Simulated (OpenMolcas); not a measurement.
# 5d2 along the 70-electron sequence

```yaml
Program: OpenMolcas
Method: SS-RASPT2, IPEA 0.25 Eh, imaginary shift 0.1 Eh
Basis: ANO-R2
Scalar_Hamiltonian: X2C, finite nucleus
Spin-orbit_coupling: RASSI with atomic mean-field integrals over the reference wave functions, term energies averaged over their components
```

Active space for each ion: 8 electrons in 8 orbitals (RAS1 5p, at most 2 holes; RAS2 5d); closed shells correlated by CASPT2: 5s.

Computed levels in cm-1 above 3F2:

| Level | Hf2+ | Ta3+ | W4+ | Re5+ | Os6+ | Ir7+ |
| --- | --- | --- | --- | --- | --- | --- |
| 3F3 | 3880 | 5540 | 7360 | 8890 | 10980 | 13230 |
| 3F4 | 7390 | 10140 | 13190 | 15740 | 19040 | 22500 |
| 3P0 | 9600 | 11840 | 13480 | 14880 | 16420 | 17940 |
| 3P1 | 11840 | 14940 | 17780 | 20190 | 23210 | 26380 |
| 1G4 | 15640 | 20260 | 24190 | 27990 | 32690 | 37680 |
| 3P2 | 15950 | 19730 | 24820 | 29210 | 34630 | 40330 |
| 1S0 | 29160 | 36900 | 44830 | 51780 | 59080 | 66540 |
| weight of 3F in the lowest level (%) | 92 | 87 | 87 | 87 | 87 | 86 |

Mixed levels, with the weight of the term that names them: Hf2+ 3P2 (63 %), W4+ 3P2 (67 %), Re5+ 3P2 (61 %), Os6+ 3P2 (58 %), Ir7+ 3P2 (56 %).

Measured, with the error of the calculation in %. Measured levels: W4+ from the list in J. Phys. B 45, 065001 (2012); Os6+, Ir7+ from van het Hof, Joshi, Wyart and Sugar, J. Res. Natl. Inst. Stand. Technol. 100, 687 (1995).

```csv
Level,W4+,Os6+,Ir7+
3F3,,10308 (+6.5),12672 (+4.4)
3F4,11519 (+14.5),,21615 (+4.1)
3P0,12839 (+5.0),15837 (+3.7),17254 (+3.9)
3P1,16331 (+8.9),22098 (+5.1),25221 (+4.6)
1G4,22346 (+8.2),31274 (+4.5),36253 (+3.9)
3P2,22615 (+9.7),33127 (+4.5),38878 (+3.7)
1S0,43110 (+4.0),57710 (+2.4),65022 (+2.3)
```

The fine-structure level 3F4 changes by a factor of 3.04 from Hf2+ to Ir7+. Its fourth root runs 9.27, 10.03, 10.72, 11.20, 11.75, 12.25, with steps per unit of Z of 0.76, 0.68, 0.48, 0.55, 0.50; equal steps would mean a (Z - σ)^4 law with constant σ.

3P0 changes by a factor of 1.87 over the same range, with steps per unit of Z of +2240, +1640, +1400, +1540, +1520 cm-1.

Term energies are means over components that CASPT2 splits; among the terms shown or strongly mixed into the levels shown the widest spread is 280 cm-1 (5d2 1G, Hf2+). Active for correlation alone: 5p; no level in the range computed is led by a configuration that opens it, so any true level of that kind is missing. Measured partners are found by configuration, term and J. A level has none where our copy of the source lacks it or the pairing is in doubt (some pairs that miss far off the trend of their configuration count as doubtful), and it then counts in no deviation. Levels of configurations outside the active space are missing.
